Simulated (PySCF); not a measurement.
InI₂, SMILES [In]([I])[I], multiplicity 2.

Geometry optimised at B3LYP-D3(BJ)/def2-SVP. The spin state was assumed, not searched. The isomer is the one that the SMILES or the coordinates give; other isomers of the formula were not compared. The def2 effective core potentials stand for the cores of I, In; spin–orbit coupling is left out.

Two levels are set side by side: PBE/def2-TZVPD (PySCF) and CAM-B3LYP/def2-TZVPD (PySCF). Same geometry, gas phase. Differences are taken from unrounded values.

| quantity | CAM-B3LYP | PBE | PBE minus CAM-B3LYP |
|---|---|---|---|
| α-spin orbital gap (eV) | 6.28 | 2.82 | -3.46 |
| β-spin orbital gap (eV) | 5.07 | 1.32 | -3.74 |
| dipole moment (D) | 2.19 | 1.87 | -0.33 |
| mean polarisability (bohr³) | 131.3 | 135.2 | 3.9 |

Rough cost on one machine, each run with all the roots and properties that it gave: CAM-B3LYP against PBE within a factor of 2.
